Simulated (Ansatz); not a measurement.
System: CH6BO2Si, charge -1, multiplicity 1. It need not be the lowest isomer of its formula. Whether it binds its extra electron was not tested at this geometry. 
Structure (B3LYP-D3(BJ)/def2-TZVP (Ansatz, a quantum-chemistry and plane-wave program) minimum search):
SMILES: [CH2-][SiH2]B(O)O
```xyz
11

C     -2.0349     0.0424     0.3156
Si    -0.6013    -1.0354     0.0507
B      0.8623     0.3855    -0.1228
O      2.1726     0.3314    -0.5908
O      0.3983     1.5799     0.3184
H     -2.4011     0.5485    -0.5847
H     -2.8737    -0.3672     0.8832
H     -0.4453    -2.0850    -1.0569
H     -0.3240    -1.8862     1.2658
H      2.3584    -0.5617    -0.8915
H     -0.5658     1.3750     0.5732
```
Charge -1, spin multiplicity 1.

Basis-set convergence of Hartree-Fock and CCSD correlation energies (hartree) with Ansatz. Cores are frozen in the correlated levels unless marked. No spin-orbit coupling. No relativistic terms.

```tsv
basis	functions	E(HF)	E(corr, CCSD)
aug-cc-pV(D+d)Z	178	-504.79148	-0.81153
aug-cc-pV(T+d)Z	377	-504.86002	-0.95880
aug-cc-pV(Q+d)Z	685	-504.87692	-1.00565
```

Extrapolating the two largest sets (X = 3 and 4) as X^-3: E(corr) = (64·(-1.00565) - 27·(-0.95880))/37 = -1.0398 Eh, an estimate of the basis-set limit. The largest set recovers 96.7 % of it, the smallest 78.0 %.
